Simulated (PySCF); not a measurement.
## How methods differ on the ionisation energy of Zn

Zn [Ar] 3d10 4s2 (1S) → Zn⁺ [Ar] 3d10 4s1 (2S), as a difference of total energies. All numbers are calculated (PySCF 2.14, a scalar-relativistic core potential, in aug-cc-pwCVQZ-PP with ECP10MDF). Correlated levels: valence: 3s2 3p6 frozen; valence and next inner shell: nothing frozen outside the core potential. The calculations carry no spin-orbit coupling.

```json
{"method": "UHF", "ionisation energy (eV)": "7.780"}
{"method": "LDA", "ionisation energy (eV)": "9.903"}
{"method": "PBE", "ionisation energy (eV)": "9.556"}
{"method": "PBE0", "ionisation energy (eV)": "9.244"}
{"method": "r2SCAN", "ionisation energy (eV)": "9.424"}
{"method": "M06-L", "ionisation energy (eV)": "9.482"}
{"method": "B97-3", "ionisation energy (eV)": "9.378"}
{"method": "MP2 (valence)", "ionisation energy (eV)": "9.219"}
{"method": "SCS-MP2 (valence)", "ionisation energy (eV)": "9.234"}
{"method": "MP2 (valence and next inner shell)", "ionisation energy (eV)": "9.284"}
{"method": "SCS-MP2 (valence and next inner shell)", "ionisation energy (eV)": "9.273"}
```

Problem. How much does correlation contribute at MP2 (valence and next inner shell)?

Solution. 9.284 − (7.780) = 1.504 eV, measured against UHF.

For comparison: 9.394 eV (measured; NIST Atomic Spectra Database, ionization energies).
